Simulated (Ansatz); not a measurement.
Isolated molecules relaxed with PBE0-D4/def2-TZVP in Ansatz; ΔE leaves out vibrations. CCSD(T)/CBS adds triple-zeta CCSD(T) − MP2 to the extrapolated MP2 energy (def2 sets, frozen cores). This one scheme is used for every species. For Ge outer-core shells are correlated without core-valence functions, which leaves a few kJ/mol of doubt a bond. Scalar relativity is left out up to krypton. One conformer a species, not always the lowest.

Consider the ligand exchange at a Ge–C bond: `[CH3][Ge]([OH])([OH])[F]` + HCl → `[OH][Ge]([OH])([F])[Cl]` + CH₄.

```json
{"species": "`[CH3][Ge]([OH])([OH])[F]`", "CCSD(T)/CBS(def2) energy (Eh)": "-2367.43423"}
{"species": "HCl", "CCSD(T)/CBS(def2) energy (Eh)": "-460.38127"}
{"species": "`[OH][Ge]([OH])([F])[Cl]`", "CCSD(T)/CBS(def2) energy (Eh)": "-2787.37707"}
{"species": "CH₄", "CCSD(T)/CBS(def2) energy (Eh)": "-40.46206"}
```

(1) Work out ΔE.

Largest T1 diagnostic among the species: 0.012.

## Answers

(1) ΔE = (-2787.37707) + (-40.46206) − (-2367.43423) − (-460.38127) = -0.02363 Eh = -14.8 kcal/mol.

In def2-TZVPP, CCSD(T) changes the Hartree–Fock value by +3.7 kcal/mol (the triples alone add −0.0 kcal/mol) and MP2 by +3.1 kcal/mol.
